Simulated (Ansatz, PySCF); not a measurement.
Complex: H2S (SMILES S) (first 3 atoms) with GeH4 (SMILES [GeH4]); geometry from B3LYP-D3(BJ)/def2-TZVP, rigid monomers moved along the line of their centres of mass till S1···Ge4 is 3.48 Å.
(charge 0, multiplicity 1):
```xyz
8

S      0.267     1.873     0.690
H     -1.064     1.859     0.865
H      0.246     0.726    -0.007
Ge    -0.132    -0.460     3.240
H     -0.904     0.816     3.600
H      1.371    -0.163     3.166
H     -0.623    -0.991     1.885
H     -0.391    -1.529     4.316
```

Interaction energies are E(AB) − E(A) − E(B) at the monomers' geometry in the complex; basis-set methods are counterpoise corrected. Rows marked so take none.

Correlated levels freeze the cores. Filled d and f shells under p-block atoms count as core. CBS: X⁻³ extrapolation of the correlation energy, Hartree–Fock from the larger set. Rows in 3-21G, 6-31G*, STO-3G carry no dispersion term and start afresh at each structure (6-31G* with six Cartesian d functions); the Pople sets are all-electron and without relativity. MP2/6-31G* freezes PySCF's default core, which leaves 3d correlated.

The values were computed with Ansatz (a program for electronic structure) with Gaussian orbitals; PySCF for 3-21G rows, 6-31G* rows, STO-3G rows, the dispersion terms. Each number belongs to the level named beside it.

Other levels give for the interaction energy: PBE/def2-TZVPPD 0.85; B3LYP/def2-TZVPPD 2.11; B3LYP-D3(BJ)/def2-TZVPPD -0.35; wB97M-V/def2-TZVPPD -0.37; CCSD(T)/CBS(def2-SVPD, def2-TZVPPD) 0.14 kcal/mol.

Common cheap choices:

```csv
level,interaction energy (kcal/mol),"less 0.14 (CCSD(T)/CBS(def2-SVPD, def2-TZVPPD))"
HF/STO-3G (no counterpoise),1.53,1.39
HF/3-21G (no counterpoise),0.67,0.53
HF/6-31G*,3.14,3.00
BP86/6-31G* (no counterpoise),1.67,1.54
B3LYP/6-31G*,2.41,2.27
B3LYP/6-31G* (no counterpoise),1.78,1.64
MP2/6-31G*,2.31,2.17
MP2/6-31G* (no counterpoise),1.20,1.06
```
